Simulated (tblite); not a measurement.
Species: C₄H₁₇N₃Si₃.
Structure used (GFN2-xTB), in Å, numbered top down from 1:
```
atom  x, y, z in Å
C1    -2.4267   -1.2570   -0.0089
C2    -1.6535    0.0529    0.1190
C3    -2.2838    0.8758    1.2394
C4    -1.7681    0.8276   -1.1931
Si5    0.1689   -0.3249    0.5429
N6     1.0713    1.1405    0.6709
Si7    2.7863    1.2785    0.5616
N8     3.3598   -0.2473   -0.0028
Si9    2.5801   -1.3790   -1.0453
N10    0.8909   -1.2362   -0.7326
H11   -2.0189   -1.8737   -0.8071
H12   -3.4769   -1.0654   -0.2331
H13   -2.3749   -1.8254    0.9171
H14   -3.3377    1.0656    1.0321
H15   -1.7835    1.8360    1.3468
H16   -2.2135    0.3497    2.1888
H17   -1.2395    1.7761   -1.1273
H18   -2.8134    1.0340   -1.4289
H19   -1.3388    0.2575   -2.0141
H20    0.2369   -1.0771    1.8148
H21    0.5845    1.9635    0.9788
H22    3.4078    1.4961    1.8755
H23    3.0840    2.3860   -0.3604
H24    4.3486   -0.3904    0.1081
H25    3.0975   -2.7064   -0.6846
H26    2.7983   -1.0937   -2.4722
H27    0.2941   -1.8370   -1.2731
```

Computed values, GFN2-xTB/tblite, gas phase, harmonic and unscaled. This tight-binding method is rough: wavenumbers can miss measured ones by several per cent, in bad cases by 10 to 20. Modes of hydrogen on silicon can be 10 to 20 % off. One conformer, not necessarily the lowest.

Harmonic wavenumbers (cm⁻¹): 29.9, 52.9, 55.7, 90.0, 99.1, 162.0, 198.2, 201.0, 228.4, 243.2, 251.4, 261.9, 267.0, 280.1, 301.5, 343.0, 349.7, 386.9, 399.1, 417.7, 527.7, 550.7, 551.7, 561.5, 611.9, 641.1, 654.8, 668.2, 684.2, 721.8, 797.2, 807.2, 809.7, 837.5, 901.0, 963.8, 973.1, 975.7, 978.1, 984.8, 996.0, 1034.3, 1036.6, 1153.7, 1189.6, 1211.7, 1227.8, 1230.1, 1252.4, 1409.8, 1411.7, 1432.4, 1499.9, 1500.1, 1504.7, 1513.4, 1518.2, 1520.9, 2123.5, 2152.8, 2165.1, 2196.3, 2200.9, 2981.6, 2984.2, 2990.3, 3014.3, 3019.7, 3024.5, 3027.9, 3030.4, 3030.6, 3500.8, 3504.7, 3504.8.

A = 1457, B = 565.3, C = 461.9 MHz; mass 191.073 u (most abundant isotopes); point group Cs, symmetry number 1.

Task: Zero-point energy?

Result: Half the sum of the wavenumbers: 45958 cm⁻¹ = 131.40 kcal/mol.

Task: Entropy at 500 K, 1 bar (ideal gas, RRHO, classical rotation)?

Result: Translation 44.24, rotation 32.65, vibration 86.23: S = 163.1 cal/(mol K).

Task: And Cp and H(500 K) − H(0)?

Result: Cp = 86.47 cal/(mol K), of which vibrations give 78.53 (their classical limit is 75 R = 149.0); H(500 K) − H(0) = 25.63 kcal/mol without the zero-point energy, 21.66 from vibrations.

Task: Blend soft modes into free rotors: weight 1/[1 + (100 cm⁻¹/ν̃)⁴] for the oscillator and the rest for a rotor with moment μB/(μ + B), μ = h/(8π²ν), B = 10⁻⁴⁴ kg m². What vibrational entropy results?

Result: 79.37 cal/(mol K) in place of 86.23, which changes −T·S at 500 K by +3.43 kcal/mol.

Task: How do the functions run with temperature in this model?

Result: 
```tsv
T (K)	S (cal/(mol K))	Cp (cal/(mol K))	H − H(0) (kcal/mol)	G − H(0) (kcal/mol)	ln q(vib)
50	64.8	16.6	0.59	-2.65	1.18
100	79.5	26.9	1.68	-6.27	3.29
298.15	125.1	61.2	10.57	-26.73	12.49
373.15	140.0	71.7	15.56	-36.68	15.94
750	202.3	106.7	49.98	-101.77	31.97
1000	235.0	120.1	78.43	-156.55	41.31
```

q(vib) and H(0) count from the zero-point level.

Hindered rotation and anharmonicity are outside this model. Other conformers, if any are populated, would add a mixing term that is left out.
